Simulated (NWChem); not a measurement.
A series in which one site is exchanged, each optimised at PBE0/def2-SVP with NWChem, gas phase unless a solvent is named. This build's default masses of Se (78.918 u) and Br (79.917 u) are each other's, which moves their modes by up to 0.6 %. Some are not confirmed as minima by frequencies. def2 effective core potentials on I; no spin-orbit coupling.

A: [SiH3]Cl (SiH₃Cl; site = H)
B: Cl[SiH2]Cl (SiH$_{2}$Cl$_{2}$; site = Cl)
C: Cl[SiH2]I (SiH₂ICl; site = I)
D: [SiH2](Cl)Br (SiH2BrCl; site = Br)

Problem. Rank them by orbital gap (eV), PBE0/def2-SVP, lowest first.

Solution. C (7.07), D (8.51), A (9.12), B (9.36)
